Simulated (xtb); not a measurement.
C4H9O (SMILES CC[CH]CO), doublet, at a GFN2-xTB geometry, atoms displaced at random by about 0.06 Å a coordinate; xtb with GFN2-xTB.

Input for xtb:
```
$ xtb mol.xyz --gfn 2 --chrg 0 --uhf 1 --opt --json

# file mol.xyz
14

C      2.31352714     0.33676709     0.12087339
C      1.13781839    -0.53117180    -0.67579303
C     -0.11938014    -0.56289079     0.29548753
C     -1.24039859     0.14520758    -0.25917700
O     -2.21823518     0.06153292     0.76017171
H      3.07962326     0.49447180    -0.54012836
H      1.93539776     1.43438752     0.01796029
H      2.38694511     0.08125192     0.91400589
H      1.61662716    -1.37163976    -0.71917001
H      0.96321449    -0.23092310    -1.58775297
H     -0.11128204    -1.07334174     1.17532620
H     -1.58544930    -0.02739524    -1.24130015
H     -0.94772817     1.23771616    -0.27811250
H     -2.89971665     0.66253405     0.51348237
```

What the program printed (banner, timings and long lists left out):

```
   ID    Z sym.   atoms
    1    6 C      1-4
    2    8 O      5
    3    1 H      6-14

           -------------------------------------------------
          |                Calculation Setup                |
           -------------------------------------------------

           -------------------------------------------------
          |                 G F N 2 - x T B                 |
           -------------------------------------------------

          ...................................................
          :                      SETUP                      :
          :.................................................:
          :  # basis functions                  29          :
          :  # atomic orbitals                  29          :
          :  # shells                           19          :
          :  # electrons                        31          :
          :  max. iterations                   250          :
          :  Hamiltonian                  GFN2-xTB          :
          :  restarted?                      false          :
          :  GBSA solvation                  false          :
          :  PC potential                    false          :
          :  electronic temp.          300.0000000     K    :
          :  accuracy                    1.0000000          :
          :  -> integral cutoff          0.2500000E+02      :
          :  -> integral neglect         0.1000000E-07      :
          :  -> SCF convergence          0.1000000E-05 Eh   :
          :  -> wf. convergence          0.1000000E-03 e    :
          :  Broyden damping             0.4000000          :
          :  net charge                          0          :
          :  unpaired electrons                  1          :
          ...................................................

 iter      E             dE          RMSdq      gap      omega  full diag
   1    -17.3344656 -0.173345E+02  0.350E+00    7.69       0.0  T
   2    -17.3542275 -0.197619E-01  0.192E+00    7.53       1.0  T
   3    -17.3548627 -0.635215E-03  0.648E-01    7.71       1.0  T
   4    -17.3552741 -0.411433E-03  0.131E-01    7.65       1.0  T
   5    -17.3553200 -0.459144E-04  0.583E-02    7.69       1.0  T
   6    -17.3553224 -0.232584E-05  0.197E-02    7.67       1.4  T
   7    -17.3553234 -0.102467E-05  0.532E-03    7.68       5.0  T
   8    -17.3553234 -0.245900E-07  0.209E-03    7.68      12.8  T
   9    -17.3553234 -0.651269E-08  0.514E-04    7.68      52.0  T
[...]
         :: total energy             -16.997164210436 Eh    ::
 * total energy  :   -16.9971642 Eh     change       -0.4073186E-10 Eh
 * total energy  :   -17.1083129 Eh     change       -0.1111487E+00 Eh
 * total energy  :   -17.1240338 Eh     change       -0.1572086E-01 Eh
 * total energy  :   -17.1262505 Eh     change       -0.2216750E-02 Eh
 * total energy  :   -17.1267908 Eh     change       -0.5403137E-03 Eh
 * total energy  :   -17.1270457 Eh     change       -0.2549070E-03 Eh
 * total energy  :   -17.1271352 Eh     change       -0.8942403E-04 Eh
 * total energy  :   -17.1271602 Eh     change       -0.2504401E-04 Eh
 * total energy  :   -17.1271702 Eh     change       -0.1002727E-04 Eh
 * total energy  :   -17.1271785 Eh     change       -0.8301879E-05 Eh
 * total energy  :   -17.1271831 Eh     change       -0.4616006E-05 Eh
   *** GEOMETRY OPTIMIZATION CONVERGED AFTER 11 ITERATIONS ***
         :: total energy             -17.127183149428 Eh    ::
[...]
    14   1 H        0.805     0.284     0.771     1.379

 Mol. C6AA /au·bohr⁶  :       1393.090801
 Mol. C8AA /au·bohr⁸  :      29239.871516
 Mol. α(0) /au        :         56.060455

Wiberg/Mayer (AO) data.
largest (>0.10) Wiberg bond orders for each atom

 ---------------------------------------------------------------------------
     #   Z sym  total        # sym  WBO       # sym  WBO       # sym  WBO
 ---------------------------------------------------------------------------
     1   6 C    3.993 --     7 H    0.989     8 H    0.989     6 H    0.985
                             2 C    0.973
     2   6 C    3.998 --     3 C    1.073    10 H    0.975     1 C    0.973
                             9 H    0.959
     3   6 C    3.290 --     2 C    1.073     4 C    1.068    11 H    0.972
     4   6 C    3.956 --     3 C    1.068     5 O    0.996    12 H    0.938
                            13 H    0.934
     5   8 O    1.959 --     4 C    0.996    14 H    0.906
     6   1 H    0.998 --     1 C    0.985
     7   1 H    0.999 --     1 C    0.989
     8   1 H    0.998 --     1 C    0.989
     9   1 H    0.998 --     2 C    0.959
    10   1 H    0.999 --     2 C    0.975
    11   1 H    0.997 --     3 C    0.972
    12   1 H    0.998 --     4 C    0.938
    13   1 H    0.998 --     4 C    0.934
    14   1 H    0.919 --     5 O    0.906
 ---------------------------------------------------------------------------

Topologies differ in total number of bonds
Writing topology from bond orders to xtbtopo.mol

molecular dipole:
                 x           y           z       tot (Debye)
 q only:        0.088       0.304      -0.447
   full:       -0.022       0.509      -0.629       2.057
molecular quadrupole (traceless):
                xx          xy          yy          xz          yz          zz
 q only:        2.634      -2.738      -0.579       1.984       0.153      -2.055
  q+dip:        2.913      -4.474      -0.376       3.495      -0.298      -2.537
   full:        3.348      -4.245      -0.595       3.243      -0.032      -2.753

optimized geometry written to: xtbopt.xyz

           -------------------------------------------------
          | TOTAL ENERGY              -17.127183149428 Eh   |
          | GRADIENT NORM               0.000950877089 Eh/α |
          | HOMO-LUMO GAP               9.255239797271 eV   |
           -------------------------------------------------

normal termination of xtb
```
